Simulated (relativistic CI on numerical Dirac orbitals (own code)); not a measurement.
# How well does a small relativistic CI reproduce Ar⁶⁺?

Calculated at this level of theory: Dirac-Coulomb-Breit CI, KLI orbitals optimised for each configuration, a model potential for QED, unscaled Slater integrals (own radial code, finite nucleus).

CI space (outside the closed core [Ne]): 3s², 3s3p, 3p², 3s3d, 3d², 3p3d, 3p4s, 3s4s, 3s4p, 3s4d, 3d4s, 3s4f, 3s5s, 3s5p, 3s5d, 4s², 3s5f, 3s5g, 3s6s, 3s6p, 3s6d. Levels of other configurations are missing.

| Configuration | Term (tabulated) | J | Measured (cm⁻¹) | Computed | Error | Purity (%) |
| --- | --- | --- | --- | --- | --- | --- |
| 3s² | 1S | 0 | 0.0 | 0 | 0 | 96 |
| 3s3p | 3P° | 0 | 113101.0 | 111571 | -1530 | 99 |
| 3s3p | 3P° | 1 | 113905.5 | 112365 | -1541 | 99 |
| 3s3p | 3P° | 2 | 115590.0 | 114031 | -1559 | 99 |
| 3s3p | 1P° | 1 | 170722.0 | 173557 | 2835 | 96 |
| 3p² | 1D | 2 | 264749.0 | 263428 | -1321 | 76 |
| 3p² | 3P | 0 | 269836.0 | 269836 | 0 | 99 |
| 3p² | 3P | 1 | 270777.0 | 270753 | -24 | 99 |
| 3p² | 3P | 2 | 272562.0 | 272499 | -63 | 98 |
| 3p² | 1S | 0 | 316717.0 | 320571 | 3854 | 93 |
| 3s3d | 3D | 1 | 324104.0 | 325831 | 1727 | 100 |
| 3s3d | 3D | 2 | 324141.2 | 325860 | 1719 | 100 |
| 3s3d | 3D | 3 | 324205.0 | 325912 | 1707 | 100 |
| 3s3d | 1D | 2 | 370294.0 | 379969 | 9675 | 76 |
| 3p3d | 3F° | 2 | 443362.0 | 443130 | -232 | 98 |
| 3p3d | 3F° | 3 | 444780.0 | 444095 | -685 | 100 |
| 3p3d | 3F° | 4 | 446011.0 | 445305 | -706 | 100 |
| 3p3d | 1D° | 2 | 450477.0 | 450137 | -340 | 98 |
| 3p3d | 3P° | 2 | 472282.0 | 474732 | 2450 | 91 |
| 3p3d | 3P° | 1 | 472875.0 | 475490 | 2615 | 88 |
| 3p3d | 3P° | 0 | 473810.0 | 476138 | 2328 | 99 |
| 3p3d | 3D° | 1 | 475217.0 | 477704 | 2487 | 89 |
| 3p3d | 3D° | 2 | 475585.0 | 478061 | 2476 | 92 |
| 3p3d | 3D° | 3 | 475762.0 | 478224 | 2462 | 100 |
| 3p3d | 1F° | 3 | 510268.0 | 515755 | 5487 | 96 |
| 3s4s | 3S | 1 | 514076.0 | 514277 | 201 | 100 |
| 3p3d | 1P° | 1 | 517105.4 | 528704 | 11599 | 91 |
| 3s4s | 1S | 0 | 528910.0 | 529317 | 407 | 100 |
| 3s4p | 3P° | 0 | 563880.0 | 566826 | 2946 | 99 |
| 3s4p | 3P° | 1 | 564418.0 | 567066 | 2648 | 98 |
| 3s4p | 3P° | 2 | 564728.0 | 567665 | 2937 | 99 |
| 3s4p | 1P° | 1 | 569797.0 | 570804 | 1007 | 88 |
| 3s4d | 3D | 1 | 634605.0 | 635667 | 1062 | 100 |
| 3s4d | 3D | 2 | 634639.0 | 635683 | 1044 | 100 |
| 3s4d | 3D | 3 | 634701.0 | 635711 | 1010 | 100 |
| 3s4d | 1D | 2 | 635295.0 | 637522 | 2227 | 97 |
| 3d² | 3F | 2 | 653904.0 | 656482 | 2578 | 100 |
| 3d² | 3F | 3 | 654038.0 | 656537 | 2499 | 100 |
| 3d² | 3F | 4 | 654126.0 | 656605 | 2479 | 100 |
| 3s4f | 3F° | 2 | 660075.0 | 658881 | -1194 | 100 |
| 3s4f | 3F° | 3 | 660112.0 | 658888 | -1224 | 100 |
| 3s4f | 3F° | 4 | 660122.0 | 658900 | -1222 | 100 |
| 3d² | 1D | 2 | 666550.0 | 676141 | 9591 | 96 |
| 3s4f | 1F° | 3 | 667496.0 | 668538 | 1042 | 96 |
| 3d² | 1G | 4 | 668061.0 | 676750 | 8689 | 100 |
| 3d² | 3P | 0 | 669285.0 | 674399 | 5114 | 99 |
| 3d² | 3P | 1 | 669366.0 | 674420 | 5054 | 99 |
| 3d² | 3P | 2 | 669410.0 | 674438 | 5028 | 99 |
| 3d² | 1S | 0 | 707626.0 | 722828 | 15202 | 77 |
| 3s5s | 1S | 0 | 714794.0 | 718550 | 3756 | 80 |
| 3s5s | 3S | 1 | 715747.0 | 714015 | -1732 | 100 |
| 3s5p | 3P° | 0 | 739463.0 | 738354 | -1109 | 100 |
| 3s5p | 3P° † | 1 | 739690.0 | 738475 | -1215 | 100 |
| 3s5p | 3P° † | 2 | 739763.0 | 738741 | -1022 | 100 |
| 3s5p | 1P° | 1 | 741843.0 | 743021 | 1178 | 97 |
| 3s5d | 3D | 1 | 772345.0 | 770088 | -2257 | 100 |
| 3s5d | 3D | 3 | 772349.0 | 770112 | -2237 | 100 |
| 3s5d | 3D | 2 | 772352.0 | 770097 | -2255 | 100 |
| 3s5d | 1D | 2 | 772930.0 | 770710 | -2220 | 99 |
| 3s5f | 3F° | 4 | 784394.0 | 781240 | -3154 | 100 |
| 3s6s | 3S | 1 | 813967.0 | 810988 | -2979 | 100 |
| 3s6p | 1P° | 1 | 827501.0 | 825909 | -1592 | 99 |

Measured levels from Saloman, J. Phys. Chem. Ref. Data 39, 033101 (2010); pairs were made by configuration, J and term (by order where the table uses no LS term), so strongly mixed levels may be paired wrongly.

Mean error by configuration (cm⁻¹): 3s3p -449; 3p² 489; 3s3d 3707; 3p3d 2495; 3s4s 304; 3s4p 2384; 3s4d 1336; 3d² 6248; 3s4f -649; 3s5s 1012; 3s5p 34; 3s5d -2242; 3s5f -3154; 3s6s -2979; 3s6p -1592. Over the excited levels the mean absolute error is 2751 cm⁻¹ (61 of the 69 excited levels that our extract of the source holds in range could be paired, and the others can miss by more), and the median relative error of those above 1,000 cm⁻¹ is 0.39 %. † marks terms whose computed intervals miss the measured ones by more than a factor of 2.5, or configurations far off the rest, from wrong mixing, a near crossing or a doubtful label or measurement; they are left out of the means.
